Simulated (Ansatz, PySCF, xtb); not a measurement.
Reaction (SMILES): C/C=C\CCC + 6 [H][H] (H2) → 6 C (CH4)
Each molecule is optimised on its own at B3LYP-D3(BJ)/def2-TZVP (Ansatz, a program for electronic structure), one conformer each, not searched for the lowest. Frequencies are from Ansatz or PySCF.
Geometry of the first species:
```
C
H 1 1.0917
H 1 1.0965 2 106.24
C 1 1.4981 2 111.13 3 118.46
C 4 1.3314 1 127.77 2 8.65
H 5 1.0865 4 117.40 1 179.10
H 4 1.0872 5 117.38 6 0.54
C 5 1.4974 6 114.99 4 -179.99
H 8 1.0888 5 112.86 6 -178.94
H 8 1.0940 9 107.88 2 -127.84
H 8 1.0941 9 107.91 10 -114.75
C 1 1.5344 2 109.17 3 -116.73
H 12 1.0937 1 108.80 2 -63.66
H 12 1.0944 13 106.16 1 117.34
C 12 1.5254 13 109.99 14 118.67
H 15 1.0915 12 111.45 13 -58.16
H 15 1.0928 16 107.78 12 122.14
H 15 1.0928 16 107.73 17 115.77
```

Quantity: energy of full hydrogenation (enthalpy at 298 K, with B3LYP-D3(BJ) rigid-rotor harmonic-oscillator terms), in kcal/mol. Correlated levels leave the core frozen unless marked. No spin-orbit coupling. Non-relativistic. CBS marks a two-point X^-3 extrapolation of the correlation energy; Hartree-Fock from the larger set.

From measured enthalpies of formation at 298 K: -94.4 kcal/mol (C/C=C\CCC -12.5, CRC Handbook; [H][H] (H2) 0.0, ATcT 1.112; C (CH4) -17.8, ATcT 1.112). It holds spin-orbit effects, and any other conformers, which the calculations lack, and core correlation, which the frozen-core levels lack. This is an older compilation, not checked against later work.

```csv
level,program,energy of full hydrogenation (kcal/mol),error against measurement
GFN2-xTB,xtb,-115.1,-20.7
PBE-D3(BJ)/def2-TZVPD,Ansatz + dftd3,-93.5,0.9
PBE0/6-31G*,Ansatz,-107.9,-13.5
PBE0/def2-TZVPD,Ansatz,-103.6,-9.2
CCSD/cc-pVTZ,Ansatz,-102.3,-7.9
CCSD(T)/cc-pVQZ,Ansatz,-96.4,-2.0
"CCSD(T)/CBS(cc-pVTZ,cc-pVQZ)",Ansatz,-96.2,-1.8
```
